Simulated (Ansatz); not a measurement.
A nudged elastic band was laid between two geometries of C₂H₉BO (13 atoms, charge 0, multiplicity 1).

These are results of RKS PBE/6-31G* in Ansatz 0.2.0, not measurements.

```json
{"movable images": "3", "climbing image": "no", "spring": "5.0 eV/Å²", "optimiser": "quadratic models (default)", "start path": "through a guess of the saddle point", "force threshold": "0.05 eV/Å", "iteration limit": "60", "end points": "relaxed"}
```

Initial state:

```xyz
13
Properties=species:S:1:pos:R:3
B -0.227 -0.272 0.455
C 0.163 0.319 1.895
H -0.533 0.034 2.711
H 1.188 0.064 2.222
H 0.115 1.423 1.841
H 0.579 -0.105 -0.444
H -1.393 -0.115 0.112
O -0.132 -1.960 0.665
C -0.653 -2.725 -0.453
H -0.569 -3.799 -0.226
H -1.694 -2.436 -0.669
H -0.014 -2.462 -1.306
H -0.679 -2.142 1.460
```

Final state:

```xyz
13
Properties=species:S:1:pos:R:3
B -0.352 -0.449 -1.335
C 0.257 -0.209 2.845
H -0.340 -0.970 3.372
H 1.182 -0.017 3.408
H -0.325 0.722 2.769
H 0.482 0.375 -1.617
H -1.524 -0.342 -1.629
O 0.091 -1.533 -0.655
C -0.796 -2.588 -0.263
H -0.753 -2.690 0.833
H -1.834 -2.382 -0.578
H -0.447 -3.527 -0.723
H 0.510 -0.567 1.835
```

(1) Which bonds break or form, and what moves?

(2) What energy profile does the band end with?

(3) What is the geometry of the highest image?

## Answers

(1) Bonds broken: B1–C2, O8–H13. Bonds formed: C2–H13. C2H9BO becomes CH4 + CH5BO.

(2) The forces met the threshold. The highest image is number 1 of 0 to 4, 1.4 kcal/mol above the first end and 27.3 kcal/mol above the last; the last end lies 25.9 kcal/mol below the first. No image climbed, so the highest image needn't sit at the top of the path. A band with more images between the same ends climbed to 0.94 eV, so this one has probably stepped over the top. So few images can step over the top or miss a turn of the path. The orbitals stay closed-shell, which can raise the energy where a bond breaks towards radicals; this wasn't checked here.

| image | path coordinate (Å) | energy (kcal/mol) | B1–C2 (Å) | O8–H13 (Å) | C2–H13 (Å) |
| --- | --- | --- | --- | --- | --- |
| 0 | 0.00 | 0.0 | 1.60 | 0.98 | 2.64 |
| 1 | 1.96 | 1.4 | 1.61 | 0.98 | 2.41 |
| 2 | 3.93 | -19.9 | 2.71 | 2.23 | 1.11 |
| 3 | 5.89 | -25.5 | 3.63 | 2.93 | 1.10 |
| 4 | 7.86 | -25.9 | 4.23 | 2.70 | 1.10 |

(3) 
```xyz
13
Properties=species:S:1:pos:R:3
B -0.005 -0.181 0.307
C -0.065 0.197 1.869
H -0.916 -0.256 2.419
H 0.863 -0.030 2.431
H -0.203 1.291 1.958
H 0.971 0.204 -0.308
H -1.058 -0.085 -0.303
O 0.245 -1.897 0.313
C -0.807 -2.688 -0.297
H -0.561 -3.756 -0.186
H -1.787 -2.454 0.150
H -0.814 -2.408 -1.358
H 0.287 -2.114 1.269
```

Time of the run: 120 s on 1 thread of Arm Neoverse V1, with other jobs on the host, peak memory 0.11 GiB.
